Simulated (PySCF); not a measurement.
Property card for tetrahydropyran-4-one, `O=C1CCOCC1`

Compound: tetrahydropyran-4-one, C5H8O2.
Atom-mapped SMILES: `[O:1]=[C:2]1[CH2:3][CH2:4][O:5][CH2:6][CH2:7]1` (hydrogens: H8, H9 on C3; H10, H11 on C4; H12, H13 on C6; H14, H15 on C7)

Among its groups: ketone and ether.

PBE0-D3(BJ)/def2-TZVP geometry optimisation, gas phase (PySCF):

```
Point group                  : Cs
Rotational constants A, B, C : 4.634, 2.559, 1.821 GHz
```

**B97-2/pcSseg-2 ground state and GIAO shieldings, non-relativistic (PySCF)**

```
Dipole moment                                               : 1.92 D
HOMO energy                                                 : -6.93 eV
LUMO energy                                                 : -0.74 eV
HOMO–LUMO gap                                               : 6.19 eV
13C chemical shifts (computed TMS as zero) by class         : 213.8 (C2), 73.3 (C4/C6), 46.8 (C3/C7) ppm
1H chemical shifts (computed TMS as zero) by class          : 3.90 (H10/H11/H12/H13), 2.33 (H8/H9/H14/H15) ppm
Isotropic shieldings of nuclei other than C and H, by class : -312 (O1), 277 (O5) ppm
```

Monoisotopic mass from the formula: 100.0524 u.

A dipole of 1.92 D is allowed in Cs, and pure rotational transitions are dipole-allowed. The rotational constants make it an asymmetric top with κ = (2B − A − C)/(A − C) = -0.48, nearer the prolate limit (−1). With B = h/(8π²I), that is 505.379 GHz u Å² over I, the principal moments of inertia are 109.0, 197.5 and 277.5 u Å² (most abundant isotopes); the inertial defect Ic − Ia − Ib is -29.0 u Å² (zero for a rigid planar frame, negative otherwise). The dipole matches unit charges of opposite sign 0.40 Å apart (1 e·Å = 4.8032 D).

The structure is a single PBE0-D3(BJ)/def2-TZVP conformer in the gas phase; no vibrational or solvent corrections. NMR classes are plain means over equivalent atoms (diastereotopic ones count apart unless rotation or inversion swaps them), as if these changed places fast; in this geometry the members of some classes differ.
